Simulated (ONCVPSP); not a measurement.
**Configuration tests for zinc (ONCV)**

```
Element                 : Zn
Generator               : ONCVPSP 4.0.1
Type                    : optimised norm-conserving Vanderbilt (ONCV)
Functional              : PBEsol
Relativity              : scalar-relativistic
Frozen core             : [Ar]
Valence charge          : 12
Reference configuration : 3d10 4s1 (charge +1)
Partial waves           : 4s: rc 1.70 bohr, ncon 4, nbas 7, qcut 3.9 1/bohr, 2 projectors, debl 0.8 Ha; p scattering state at 0.02 Ha: rc 1.50 bohr, ncon 3, nbas 6, qcut 4.7 1/bohr, 2 projectors, debl 2.4 Ha; 3d: rc 1.20 bohr, ncon 5, nbas 10, qcut 10.6 1/bohr, 2 projectors, debl 0.8 Ha
Local potential         : polynomial inside 1.15 bohr (lpopt 3, dvloc0 4 Ha)
Core correction         : Teter function, fcfact 5, rcfact 1.6
```

Energies are relative to the spin-unpolarised reference configuration 3d10 4s1; without spin polarisation the order of configurations can differ from experiment.

```tsv
valence configuration	charge	ΔE all-electron (eV)	error AE − PS (meV)
3d10 4s2	0	-9.900	-2.1
3d10 4s0	+2	18.349	+5.3
3d9 4s2	+1	8.033	-180
```

What are ΔE and the potential's error for 3d9 4s0?

ΔE = 58.858 eV all-electron; the error (AE − PS) is +18 meV.

Levels in the configuration 3d9 4s2:

```tsv
level	all-electron (eV)	pseudo (eV)
3d	-26.349	-26.686
4s	-15.923	-15.863
```

Note: ghosts flagged at negative energy: p at -55.7 eV; GHOST(+) flagged for s at 69.3 eV. A true bound ghost makes a file unfit for plane-wave use.
